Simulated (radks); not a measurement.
Excited configurations of neutral holmium: one electron is placed in a higher orbital outside [Xe] 4f11 6s1. The ground configuration is [Xe] 4f11 6s2. All-electron calculation, scalar-relativistic Kohn-Sham, BLYP, spin-polarised, spherical densities, point nucleus; open shells are filled with parallel spins first (spin-orbit coupling, left out, can overturn this in heavy ions). Program: a radial shooting solver on a logarithmic mesh with Libxc functionals. Excitation = E - E(ground); binding = E(ion) - E, where the ion is the core of charge +1; n* = 1/sqrt(2 binding) in atomic units, and the quantum defect is n - n*.

| outer orbital | excitation (eV) | binding (eV) | quantum defect | <r> (bohr) |
|---|---|---|---|---|
| 6p | 2.404 | 3.688 | 4.079 | 5.433 |
| 6d | 4.680 | 1.411 | 2.895 | 11.75 |
| 7p | 4.470 | 1.621 | 4.103 | 12.45 |
| 7f | 5.568 | 0.523 | 1.902 | 39.72 |

The Delta-SCF ionisation energy is 6.091 eV (NIST Atomic Spectra Database: 6.022 eV, measured). Self-interaction in the functional shifts the binding energies and quantum defects, so they are the method's values and not measured ones. Open shells are spherical and high-spin; term and fine-structure splittings are not resolved. Spin-orbit splitting is averaged out at the scalar-relativistic level.
